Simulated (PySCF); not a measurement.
## Atomic charges by several schemes

Compound: C5H4OS.
Z-matrix (Å and degrees, PBE0-D3(BJ)/def2-TZVP geometry), rows numbered from 1:
```
O 
C   1  1.2065
C   2  1.4567  1  123.95
C   3  1.3745  2  127.98  1    -1.24
C   4  1.4054  3  112.64  2   179.86
C   5  1.3713  4  112.33  3    -0.14
S   6  1.6952  5  112.02  4     0.38
H   2  1.1099  1  120.90  3   179.94
H   4  1.0816  3  121.93  2    -0.13
H   5  1.0816  4  124.41  3   179.95
H   6  1.0797  5  127.78  4  -179.80
```

Density: PBE0/pcSseg-2 (PySCF); schemes: Mulliken, IAO, Hirshfeld and ESP-fitted. Geometry: PBE0-D3(BJ)/def2-TZVP, one conformer, isolated molecule.

**Question.** What partial charge does each atom carry?

**Answer.** In e:

```csv
atom,environment,Mulliken,IAO,Hirshfeld,ESP-fitted
O1,aldehyde oxygen,-0.376,-0.412,-0.238,-0.455
C2,aldehyde carbon,+0.286,+0.246,+0.098,+0.380
C3,substituted aromatic carbon,-0.016,-0.228,-0.054,-0.093
C4,aromatic CH carbon,-0.047,-0.144,-0.048,+0.032
C5,aromatic CH carbon,-0.057,-0.179,-0.065,-0.341
C6,aromatic CH next to a ring sulfur,-0.075,-0.315,-0.071,-0.101
S7,thiophene-type sulfur,+0.118,+0.391,+0.138,0.000
H8,formyl hydrogen,-0.004,+0.102,+0.040,+0.047
H9,aromatic hydrogen,+0.052,+0.184,+0.068,+0.134
H10,aromatic hydrogen,+0.043,+0.171,+0.064,+0.204
H11,aromatic hydrogen,+0.074,+0.184,+0.066,+0.191
```

Mean size of the charges over all atoms: IAO 0.232 e, ESP-fitted 0.180 e, Mulliken 0.104 e, Hirshfeld 0.086 e. Each set sums to the total charge, 0, to within 0.001 e. The IAO scheme counts the electrons in orthogonalised intrinsic atomic orbitals, a minimal basis polarised so that it spans the occupied orbitals exactly.

Lowest charge. All schemes agree: Mulliken O1 (-0.376); IAO O1 (-0.412); Hirshfeld O1 (-0.238); ESP-fitted O1 (-0.455).

Highest charge. The schemes don't all agree: Mulliken C2 (+0.286); IAO S7 (+0.391); Hirshfeld S7 (+0.138); ESP-fitted C2 (+0.380).

**Question.** How many electrons does the Hirshfeld scheme count on C2?

**Answer.** Z − q = 6 − (+0.098) = 5.902.

**Question.** How closely do the schemes follow one another over all atoms?

**Answer.** Correlation coefficient and root-mean-square difference: IAO with Hirshfeld 0.95, 0.157 e; Mulliken with Hirshfeld 0.91, 0.073 e; Mulliken with ESP-fitted 0.86, 0.125 e; Hirshfeld with ESP-fitted 0.83, 0.157 e; Mulliken with IAO 0.82, 0.154 e; IAO with ESP-fitted 0.77, 0.165 e.

**Question.** Sum the charges by element, for elements with more than one atom.

**Answer.** 
| element | atoms | Mulliken | IAO | Hirshfeld | ESP-fitted |
| --- | --- | --- | --- | --- | --- |
| C | 5 | +0.091 | -0.620 | -0.139 | -0.122 |
| H | 4 | +0.167 | +0.642 | +0.238 | +0.577 |
